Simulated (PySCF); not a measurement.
PySCF input (TPSSh/def2-TZVPD):

```python
from pyscf import gto, scf, dft

mol = gto.M(
    atom='''
    Pb    0.02086656    0.01693308    1.04302313
    I     1.18065540   -2.06159459   -0.79755337
    I    -1.21293952    2.03539625   -0.81618054
    ''',
    basis='def2-tzvpd',
    ecp='def2-tzvp',
    charge=-1,
    spin=1,
    verbose=4,
)

mf = dft.UKS(mol, xc='tpssh').density_fit(auxbasis='def2-universal-jkfit')
mf.grids.level = 3
mf.conv_tol = 1e-9
mf.max_cycle = 100
mf.max_memory = 1500
mf.kernel()
if not mf.converged:
    mf = mf.newton()
    mf.kernel(mf.make_rdm1())
for _ in range(2):
    mo, _, stable, _ = mf.stability(return_status=True)
    if stable:
        break
    mf.kernel(mf.make_rdm1(mo, mf.mo_occ))
mf.analyze()
```

End of the output:

```
Extra cycle  E= -788.246386993784  delta_E= 4.37e-11  |g|= 1.51e-05  |ddm|= 2.83e-05
converged SCF energy = -788.246386993784  <S^2> = 0.75346048  2S+1 = 2.0034575
uhf_internal: lowest eigs of H = [0.07691351 0.11807183 0.18747549]
<class 'pyscf.df.df_jk.DFUKS'> wavefunction is stable in the internal stability analysis
**** SCF Summaries ****
Total Energy =                        -788.246386993784085
Nuclear Repulsion Energy =             263.163696147354244
One-electron Energy =                -1910.647855356282207
Two-electron Energy =                  859.237772215143877
Two-electron Coulomb Energy =          919.684109047011020
DFT Exchange-Correlation Energy =      -60.446336831867114
HOMO-LUMO gap [eV] =                     1.651076911932904
**** MO energy ****
                             alpha | beta                alpha | beta
MO #1   energy= -6.57761747436535  | -6.57754145012969  occ= 1 | 1
MO #2   energy= -6.57761581599886  | -6.57753979166656  occ= 1 | 1
MO #3   energy= -5.28584179772663  | -5.28435413167633  occ= 1 | 1
MO #4   energy= -4.60993901937123  | -4.61002292862584  occ= 1 | 1
MO #5   energy= -4.60993880338936  | -4.61002270685777  occ= 1 | 1
MO #6   energy= -4.6058793456317   | -4.60586380053883  occ= 1 | 1
MO #7   energy= -4.60587883602546  | -4.60586320343443  occ= 1 | 1
MO #8   energy= -4.60574974480747  | -4.60545999457015  occ= 1 | 1
MO #9   energy= -4.60574520236253  | -4.60545535608382  occ= 1 | 1
MO #10  energy= -3.13397673362006  | -3.13387821007253  occ= 1 | 1
MO #11  energy= -3.13343015615135  | -3.1333339616599   occ= 1 | 1
MO #12  energy= -3.12925456721295  | -3.12620491734626  occ= 1 | 1
MO #13  energy= -1.6834909002666   | -1.68354689658688  occ= 1 | 1
MO #14  energy= -1.6834637319447   | -1.68352026934537  occ= 1 | 1
MO #15  energy= -1.68216891731742  | -1.68225466346051  occ= 1 | 1
MO #16  energy= -1.68215691697679  | -1.68224795162285  occ= 1 | 1
MO #17  energy= -1.68205984076424  | -1.68191032359322  occ= 1 | 1
MO #18  energy= -1.68203283011978  | -1.6818778953695   occ= 1 | 1
MO #19  energy= -1.67862756357339  | -1.67839119935209  occ= 1 | 1
MO #20  energy= -1.6786245606529   | -1.67838967792567  occ= 1 | 1
MO #21  energy= -1.67860298966657  | -1.67836652582274  occ= 1 | 1
MO #22  energy= -1.67859495375474  | -1.67835631074972  occ= 1 | 1
MO #23  energy= -0.668378759392383 | -0.667620726784653 occ= 1 | 1
MO #24  energy= -0.666562132667576 | -0.665756286706539 occ= 1 | 1
MO #25  energy= -0.662952442407527 | -0.657975844581341 occ= 1 | 1
MO #26  energy= -0.662428840735758 | -0.657556315039377 occ= 1 | 1
MO #27  energy= -0.661992309067201 | -0.656070913370636 occ= 1 | 1
MO #28  energy= -0.489276654139278 | -0.487828905731228 occ= 1 | 1
MO #29  energy= -0.482044716006389 | -0.481501478873856 occ= 1 | 1
MO #30  energy= -0.323808039001792 | -0.302689715772825 occ= 1 | 1
MO #31  energy= -0.129123513957961 | -0.127624806985227 occ= 1 | 1
MO #32  energy= -0.11091004228618  | -0.108330420437013 occ= 1 | 1
MO #33  energy= -0.103548718716918 | -0.0980197281246671 occ= 1 | 1
MO #34  energy= -0.0937573407286441 | -0.0912189096598318 occ= 1 | 1
MO #35  energy= -0.0899838078959413 | -0.0891631451750449 occ= 1 | 1
MO #36  energy= -0.0891769195906502 | -0.0883661405329821 occ= 1 | 1
MO #37  energy= -0.00411335271567648 | 0.0565626051616395 occ= 1 | 0
MO #38  energy= 0.0610737615569983 | 0.0697626345560396 occ= 0 | 0
MO #39  energy= 0.0812312402617081 | 0.0880931918572632 occ= 0 | 0
MO #40  energy= 0.103177230848669  | 0.104169696683964  occ= 0 | 0
MO #41  energy= 0.114022897476701  | 0.115917143336814  occ= 0 | 0
MO #42  energy= 0.122078972426215  | 0.12542270959212   occ= 0 | 0
MO #43  energy= 0.124370792760587  | 0.12653223275607   occ= 0 | 0
MO #44  energy= 0.129626226555845  | 0.130924703940853  occ= 0 | 0
MO #45  energy= 0.134282248611269  | 0.135030909126086  occ= 0 | 0
MO #46  energy= 0.13980369427021   | 0.147062227269616  occ= 0 | 0
MO #47  energy= 0.172543348354037  | 0.179787280817188  occ= 0 | 0
MO #48  energy= 0.174189510792036  | 0.182967606701275  occ= 0 | 0
MO #49  energy= 0.191426920366948  | 0.19537816471186   occ= 0 | 0
MO #50  energy= 0.192744177891242  | 0.199321996723253  occ= 0 | 0
MO #51  energy= 0.195905535029039  | 0.199419767066089  occ= 0 | 0
MO #52  energy= 0.217992484198811  | 0.219295027481423  occ= 0 | 0
MO #53  energy= 0.225201337112548  | 0.227173510827321  occ= 0 | 0
MO #54  energy= 0.226064845820601  | 0.229447826674724  occ= 0 | 0
MO #55  energy= 0.239294898568465  | 0.242388181435295  occ= 0 | 0
MO #56  energy= 0.247966602261637  | 0.249534102538343  occ= 0 | 0
MO #57  energy= 0.251471957958416  | 0.252496369468349  occ= 0 | 0
MO #58  energy= 0.251948258929409  | 0.255041843264099  occ= 0 | 0
MO #59  energy= 0.254071793239909  | 0.26082444746794   occ= 0 | 0
MO #60  energy= 0.264331487119369  | 0.265942817435559  occ= 0 | 0
MO #61  energy= 0.272522261183482  | 0.275012814404873  occ= 0 | 0
MO #62  energy= 0.273481721421604  | 0.275835571365442  occ= 0 | 0
MO #63  energy= 0.275451573312416  | 0.282249000338401  occ= 0 | 0
MO #64  energy= 0.284799485841751  | 0.285241271695355  occ= 0 | 0
MO #65  energy= 0.336218763675288  | 0.33901059591367   occ= 0 | 0
MO #66  energy= 0.346402383818012  | 0.348926164711992  occ= 0 | 0
MO #67  energy= 0.373474840261005  | 0.392534756557552  occ= 0 | 0
MO #68  energy= 0.389719685541468  | 0.400649290891045  occ= 0 | 0
MO #69  energy= 0.39135920016924   | 0.40620670086854   occ= 0 | 0
MO #70  energy= 0.399425730909236  | 0.406496685710534  occ= 0 | 0
MO #71  energy= 0.423523023293827  | 0.4319160883048    occ= 0 | 0
MO #72  energy= 0.430061161493068  | 0.436744496718837  occ= 0 | 0
MO #73  energy= 0.440494733626399  | 0.443145395697413  occ= 0 | 0
MO #74  energy= 0.445413085950958  | 0.449571351607081  occ= 0 | 0
MO #75  energy= 0.450157335521985  | 0.45163332573682   occ= 0 | 0
MO #76  energy= 0.450607469713774  | 0.455497538885193  occ= 0 | 0
MO #77  energy= 0.499790770905212  | 0.502010341186321  occ= 0 | 0
MO #78  energy= 0.50142720263762   | 0.502581441775271  occ= 0 | 0
MO #79  energy= 0.51102203659115   | 0.512074797543553  occ= 0 | 0
MO #80  energy= 0.513916278428197  | 0.514679166583573  occ= 0 | 0
MO #81  energy= 0.514892983579928  | 0.519399162682035  occ= 0 | 0
MO #82  energy= 0.522115881385112  | 0.525784094527508  occ= 0 | 0
MO #83  energy= 0.530176784744511  | 0.538062265703289  occ= 0 | 0
MO #84  energy= 0.537898909823222  | 0.541750685611449  occ= 0 | 0
MO #85  energy= 0.547905264154413  | 0.557893238293556  occ= 0 | 0
MO #86  energy= 0.591412227818302  | 0.594832284542601  occ= 0 | 0
MO #87  energy= 0.622881335294943  | 0.625152606972239  occ= 0 | 0
MO #88  energy= 0.659348603637399  | 0.66333516164425   occ= 0 | 0
MO #89  energy= 0.753525079384717  | 0.761594830407998  occ= 0 | 0
MO #90  energy= 0.767435443538774  | 0.774467812933966  occ= 0 | 0
MO #91  energy= 0.787767587513068  | 0.806192912573297  occ= 0 | 0
MO #92  energy= 0.805427540569185  | 0.812802875654322  occ= 0 | 0
MO #93  energy= 0.80728862370281   | 0.819856563656033  occ= 0 | 0
MO #94  energy= 0.807314130680349  | 0.820943765023695  occ= 0 | 0
MO #95  energy= 0.807859802005252  | 0.830447643133559  occ= 0 | 0
MO #96  energy= 0.861218868069658  | 0.87233979677198   occ= 0 | 0
MO #97  energy= 0.864416937519017  | 0.876944283723924  occ= 0 | 0
MO #98  energy= 0.865914425411546  | 0.878738947553894  occ= 0 | 0
MO #99  energy= 0.977407562463581  | 0.981125827498643  occ= 0 | 0
MO #100 energy= 0.989588567456361  | 0.992384477889389  occ= 0 | 0
MO #101 energy= 1.02789301427723   | 1.02871003876259   occ= 0 | 0
MO #102 energy= 1.03136199956621   | 1.03281504681295   occ= 0 | 0
MO #103 energy= 1.03202175372857   | 1.03317597298408   occ= 0 | 0
MO #104 energy= 1.03216434023089   | 1.03336044379803   occ= 0 | 0
[...]
```
